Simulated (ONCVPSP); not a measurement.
**mercury: one change to an ONCV potential, before and after**

- Element: Hg
- Generator: ONCVPSP 4.0.1
- Type: optimised norm-conserving Vanderbilt (ONCV)
- Functional: PBE
- Relativity: scalar-relativistic
- Frozen core: [Kr] 4d10
- Valence charge: 34
- Reference configuration: 4f14 5s2 5p6 5d10 6s1 (charge +1)
- Partial waves: 5s+6s: rc 1.55 bohr, ncon 5, nbas 8, qcut 6.4 1/bohr, 2 projectors; 5p: rc 1.05 bohr, ncon 5, nbas 9, qcut 8.4 1/bohr, 3 projectors, debl 0.6 Ha; 5d: rc 2.15 bohr, ncon 4, nbas 9, qcut 6.9 1/bohr, 3 projectors, debl 1.4 Ha; 4f: rc 0.60 bohr, ncon 3, nbas 8, qcut 31.7 1/bohr, local
- Local potential: the f channel
- Core correction: Teter function, fcfact 3.25, rcfact 1.2

In the p channel the program set the typed energies aside and used -2.779, 0.250, 0.850 Ha.

Change: f: rc 0.8.

Cutoffs: the cutoffs (Ha) at which the residual kinetic energy of the hardest occupied pseudo-wave falls to 1 and 0.1 mHa per electron; they do not see the model core or the augmentation charge, which bear on the density cutoff. Errors are all-electron minus pseudo energies relative to the spin-unpolarised reference configuration.

**Question.** How do hardness, ghosts and transferability respond?

**Answer.** The potential gets softer (393 Ha and 432 Ha → 285 Ha and 315 Ha); both files keep a bound ghost (d, p, s); the errors of the 4 common tests hardly move; the range in which the s phases agree narrows (upper end at the end of the scan → 2.3). A larger radius leaves more room for a smooth pseudo-wave, so fewer plane waves are needed.

| quantity | base | changed |
| --- | --- | --- |
| cutoff, loose | 393 Ha | 285 Ha |
| cutoff, tight | 432 Ha | 315 Ha |
| loose cutoff by channel | s 51 Ha, p 104 Ha, d 18 Ha, f 393 Ha | s 51 Ha, p 104 Ha, d 18 Ha, f 285 Ha |
| bound ghosts | s, p, d | s, p, d |
| GHOST(+) flags under 300 eV | none | s at 74.0 eV |
| error for 4f14 5s2 5p6 5d10 6s2, meV [ΔE -10.69 eV] | +2.6 | +2.8 |
| error for 4f14 5s2 5p6 5d10 6s0, meV [ΔE 18.98 eV] | -9.9 | -9.8 |
| error for 4f14 5s2 5p6 5d9 6s0, meV [ΔE 54.50 eV] | -13 | -13 |
| error for 4f14 5s2 5p6 5d10 6s1.5, meV [ΔE -6.33 eV] | +1.8 | +1.8 |
| s: phases at 1.57 bohr within 0.05 rad from the reference energy up to (Ha; the scan ends near 5) | to the end of the scan | 2.3 |
| p: phases at 1.07 bohr within 0.05 rad from the reference energy up to (Ha; the scan ends near 5) | to the end of the scan | to the end of the scan |
| d: phases at 2.19 bohr within 0.05 rad from the reference energy up to (Ha; the scan ends near 5) | to the end of the scan | to the end of the scan |
| rms error of d²Exc/dni dnj with the model core, mHa | 4.22 | 4.05 |

 A true bound ghost makes a file unfit for plane-wave use even where its test errors are small: the radial tests pick states by their node count and pass the ghost by.
